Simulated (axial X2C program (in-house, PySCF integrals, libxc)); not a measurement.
## GeTe⁺: properties at the nuclei

Calculated with an in-house all-electron X2C program for linear molecules (integrals from PySCF): two-component X2C with atomic mean-field Coulomb and Gaunt terms, Gaussian nuclei, basis Te dyall-cv3z, Ge dyall-cv3z with contracted cores.

R = 2.492 Å (near the PBE0 minimum at charge 1 of the determinant lowest at the starting distance; the state shown can have its own minimum elsewhere).

Determinant lowest in the PBE0 search, Ω = 3/2 (⟨Sz⟩ = 0.50, ⟨Lz⟩ = 1.00 at PBE0), spin on the atoms Te 0.45, Ge 0.05:

```json
{"level": "PBE0", "Eeff magnitude (GV/cm)": "0.795", "Ws magnitude Te (kHz)": "0.262", "A∥/gI Te (MHz)": "384", "qzz Te (a.u.)": "-2.70", "A∥/gI Ge (MHz)": "82.1", "qzz Ge (a.u.)": "-4.19"}
{"level": "HF", "Eeff magnitude (GV/cm)": "3.67", "Ws magnitude Te (kHz)": "1.18", "A∥/gI Te (MHz)": "332", "qzz Te (a.u.)": "-1.79", "A∥/gI Ge (MHz)": "142", "qzz Ge (a.u.)": "-4.75"}
{"level": "PBE", "Eeff magnitude (GV/cm)": "0.555", "Ws magnitude Te (kHz)": "0.174", "A∥/gI Te (MHz)": "398", "qzz Te (a.u.)": "-3.20", "A∥/gI Ge (MHz)": "84.1", "qzz Ge (a.u.)": "-3.89"}
{"level": "TPSSh", "Eeff magnitude (GV/cm)": "0.697", "Ws magnitude Te (kHz)": "0.223", "A∥/gI Te (MHz)": "394", "qzz Te (a.u.)": "-2.81", "A∥/gI Ge (MHz)": "85.1", "qzz Ge (a.u.)": "-4.07"}
{"level": "BP86", "Eeff magnitude (GV/cm)": "0.543", "Ws magnitude Te (kHz)": "0.17", "A∥/gI Te (MHz)": "418", "qzz Te (a.u.)": "-3.23", "A∥/gI Ge (MHz)": "82", "qzz Ge (a.u.)": "-3.88"}
```

Eeff is the effective electric field on the electron electric dipole moment in this Ω state and Ws the scalar–pseudoscalar constant of the nucleus named (defined with the proton number Z and per Ω); A∥ (defined per Ω) follows by multiplying with gI = μI/(I μN); qzz is the electric field gradient, eQq0 = 234.96 MHz × Q/barn × qzz. The operators were transformed with the bare-nucleus X2C matrices; with these basis sets, hyperfine constants and field gradients can be off by tens of per cent, and where levels differ in sign neither size nor sign is settled.

(1) With gI(125Te) = -1.7770, gI(73Ge) = -0.1954, Q(73Ge) = -0.196 barn (g factors from the IAEA table of nuclear moments by Stone; Q from Pyykkö, Mol. Phys. 2018), turn the PBE0 values of the first state into constants in MHz.

Each state is one determinant with collinear spin. Unrestricted Hartree–Fock can overshoot spin polarisation at the nuclei. Where Eeff spreads by more than a factor of two the levels disagree and none is to be relied on. The search compared states at one distance, so a state with another bond length can lie lower. Further determinants of the search, some of them spin-mixed, are not shown.

Answers

(1) A∥(125Te) = 384 × -1.7770 = -682 MHz; A∥(73Ge) = 82.1 × -0.1954 = -16 MHz; eQq0(73Ge) = 234.96 × (-0.196) × (-4.19) = 193 MHz.
